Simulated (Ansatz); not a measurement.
Ti (SMILES [Ti+]), charge +1, quartet; R2SCAN/6-31G* (Ansatz, an electronic-structure program).

Here is a job for Ansatz.
Ansatz 0.2 input:
```yaml
crystal:
  periodic: [false, false, false]
  atoms:
    - {symbol: Ti, position_ang: [0.00000000, 0.00000000, 0.00000000]}
basis:
  gaussian:
    orbitals: 6-31G*
hamiltonian:
  xc: r2scan
total_charge: 1
magnetization: {spin_polarized: true, initial_magnetization: 3}
accuracy: high
```

It wrote (shortened):

```
Functional definition: r2SCAN
370 factors; integrals over basis functions are off by at most 4.0e-9 eV
mean field evaluation 1: about -23096.3367 eV, gradient 3.2e1 eV
mean field evaluation 2: about -23068.9617 eV, gradient 5.0e1 eV
mean field evaluation 4: about -23101.7316 eV, gradient 9.2e0 eV
mean field evaluation 8: about -23102.3972 eV, gradient 2.0e0 eV
mean field evaluation 16: about -23102.5152 eV, gradient 8.8e-1 eV
mean field evaluation 32: about -23101.3988 eV, gradient 3.2e0 eV
mean field evaluation 64: about -23102.5160 eV, gradient 4.5e-2 eV
mean field evaluation 96: about -23102.6026 eV, gradient 1.2e-8 eV
mean field evaluation 128: about -23102.5226 eV, gradient 1.6e0 eV
mean field evaluation 160: about -23102.6026 eV, gradient 2.9e-3 eV
mean field evaluation 192: about -23102.5873 eV, gradient 4.1e-3 eV
mean field evaluation 224: about -23102.5462 eV, gradient 1.4e-1 eV
mean field -23102.60259284 eV, -849.0049857805 hartree, gradient 1.5e-8 eV, S^2 3.750814; 17 other end points of the search recorded, 0 dependent functions left out
reference -23102.60259813 eV, -849.0049859749 hartree; 12, 9 occupied and 24, 27 virtual orbitals, 370 factors
Total energy: -23102.60259813 eV, -849.0049859749 hartree
```
